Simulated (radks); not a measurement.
Spherical jellium clusters: N electrons in a uniform positive sphere of charge N and radius rs N^(1/3), rs = 2.44 bohr. Level of theory: non-relativistic Kohn-Sham, LDA (Slater exchange, Perdew-Wang correlation), spin-polarised, spherical densities (a radial shooting solver with Libxc functionals). Levels are named by radial order and angular momentum (1s, 1p, 1d, 2s, ...), and open shells are averaged over m. Each electron was tried in the lowest free levels, single moves between levels near the top were tried too, and the lowest total energy was kept; such a search can miss a lower state. Energies include the self-energy of the background; IP and EA are vertical (highest electron removed, lowest free level filled), at fixed background; spill-out counts the electrons outside the background radius R, and alpha is the static dipole polarisability from linear response (closed shells only). A dash means not computed or, for alpha, an open shell; in EA it means that no bound solution was reached, which is typical of self-interaction and does not show that the anion is unstable. Real open-shell clusters deform, which this model forbids.

| N | open shells | 2S | E(N+1) + E(N-1) - 2E(N) (eV) | IP (eV) | EA (eV) | spill-out (e) |
|---|---|---|---|---|---|---|
| 1 | 1s(up 1, down 0) | 1 | - | - | - | 0.56 |
| 2 | none | 0 | 2.342 | 7.580 | - | 0.80 |
| 3 | 1p(up 1, down 0) | 1 | -0.981 | 4.620 | - | 1.21 |
| 4 | 1p(up 2, down 0) | 2 | -0.895 | 5.709 | - | 1.48 |
| 5 | 1p(up 3, down 0) | 3 | 0.336 | 6.391 | - | 1.67 |
| 6 | 1p(up 3, down 1) | 2 | -0.738 | 5.815 | - | 1.86 |
| 7 | 1p(up 3, down 2) | 1 | -0.567 | 6.417 | 2.158 | 2.01 |
| 8 | none | 0 | 2.762 | 6.834 | - | 2.13 |
| 9 | 1d(up 1, down 0) | 1 | -0.466 | 3.930 | - | 2.40 |
| 10 | 1d(up 2, down 0) | 2 | -0.443 | 4.465 | - | 2.61 |
| 11 | 1d(up 3, down 0) | 3 | -0.405 | 4.893 | - | 2.79 |
| 12 | 1d(up 4, down 0) | 4 | -0.365 | 5.245 | - | 2.94 |
| 13 | 1d(up 5, down 0) | 5 | 0.347 | 5.539 | - | 3.07 |
| 14 | 1d(up 5, down 0) 2s(up 1, down 0) | 6 | -0.065 | 5.116 | - | 3.36 |
| 15 | 1d(up 5, down 2) | 3 | -0.480 | 5.292 | 1.805 | 3.34 |
| 16 | 1d(up 5, down 3) | 2 | -0.290 | 5.568 | 2.085 | 3.46 |
| 17 | 1d(up 5, down 4) | 1 | -0.259 | 5.802 | 2.331 | 3.56 |
| 18 | none | 0 | 0.244 | 6.004 | 2.188 | 3.66 |
| 19 | 2s(up 1, down 0) | 1 | 0.215 | 5.705 | 2.103 | 3.88 |
| 20 | none | 0 | 1.672 | 5.521 | - | 4.12 |
| 21 | 1f(up 1, down 0) | 1 | -0.258 | 3.907 | - | 4.28 |
| 22 | 1f(up 2, down 0) | 2 | -0.243 | 4.157 | - | 4.41 |
| 23 | 1f(up 3, down 0) | 3 | -0.229 | 4.381 | - | 4.54 |
| 24 | 1f(up 4, down 0) | 4 | -0.215 | 4.581 | - | 4.65 |
| 25 | 1f(up 5, down 0) | 5 | -0.201 | 4.763 | 1.664 | 4.75 |
| 26 | 1f(up 6, down 0) | 6 | -0.189 | 4.928 | 1.841 | 4.85 |
| 27 | 1f(up 7, down 0) | 7 | 0.473 | 5.079 | - | 4.94 |
| 28 | 1f(up 7, down 1) | 6 | -0.201 | 4.568 | 1.583 | 5.04 |
| 29 | 1f(up 7, down 2) | 5 | -0.187 | 4.747 | 1.770 | 5.14 |
| 30 | 1f(up 7, down 3) | 4 | -0.175 | 4.909 | 1.942 | 5.23 |
| 31 | 1f(up 7, down 4) | 3 | -0.164 | 5.057 | 2.101 | 5.31 |
| 32 | 1f(up 7, down 5) | 2 | -0.153 | 5.193 | 2.249 | 5.40 |
| 33 | 1f(up 7, down 6) | 1 | -0.144 | 5.318 | 2.386 | 5.48 |
| 34 | none | 0 | 0.536 | 5.434 | 1.939 | 5.55 |
| 35 | 2p(up 1, down 0) | 1 | -0.080 | 4.869 | 2.098 | 5.77 |
| 36 | 2p(up 2, down 0) | 2 | -0.070 | 4.998 | 2.239 | 5.98 |
| 37 | 2p(up 3, down 0) | 3 | 0.287 | 5.110 | 2.041 | 6.19 |
| 38 | 2p(up 3, down 1) | 2 | -0.077 | 4.860 | 2.197 | 6.41 |
| 39 | 2p(up 3, down 2) | 1 | -0.068 | 4.991 | 2.337 | 6.63 |
| 40 | none | 0 | - | 5.106 | - | 6.85 |

All shells are closed at N = 2, 8, 18, 20, 34, 40 (there: 1s2 1p6 1d10 2s2 1f14 2p6); the second difference of the energy has clear peaks (12 % above both neighbours; the first and last values, which can be the largest, are not judged, and half-filled shells can peak too) at N = 5, 8, 13, 18, 20, 27, 34, 37.
